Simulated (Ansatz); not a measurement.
Reaction (atomization): `[SiH3]/C=C/C[SiH3]` → 3 C• + 10 H• + 2 Si•

Gas-phase electronic energies from Ansatz, PBE0-D4/def2-TZVP geometries. CCSD(T)/CBS adds triple-zeta CCSD(T) − MP2 to the extrapolated MP2 energy (def2 sets, frozen cores). This one scheme is used for every species, atoms too. Functionals use def2-TZVPP. No spin–orbit coupling; open shells (•) take unrestricted orbitals. Spin–orbit coupling would lower the free atoms: a little for C, Si. Each species was taken in one conformer, which may not be the lowest.

| species | r2SCAN-D4 energy (Eh) |
| --- | --- |
| `[SiH3]/C=C/C[SiH3]` | -699.22396 |
| C• | -37.83292 |
| H• | -0.49993 |
| Si• | -289.34127 |

Q: Work out ΔE.

A: ΔE = 10 × (-0.49993) + 3 × (-37.83292) + 2 × (-289.34127) − (-699.22396) = 2.04336 Eh = +55.60 eV. CCSD(T)/CBS gives +55.55 eV.

Largest T1 diagnostic among the species: 0.012.

From PBE to PBE0 (25 % exact exchange), in def2-TZVPP and without D4, ΔE moves by −0.35 eV: exact exchange takes away binding that semilocal exchange gives to molecules. In def2-TZVPP, CCSD(T) changes the Hartree–Fock value by +11.93 eV (the triples alone add +0.62 eV) and MP2 by +12.09 eV; breaking electron pairs costs correlation energy, which Hartree–Fock lacks.

For atomizations the MP2-based limit and the directly extrapolated one differ by several kJ/mol either way, and by 10 to 25 for some Ge, Se and Sn compounds, so smaller differences from it don't rank the levels.
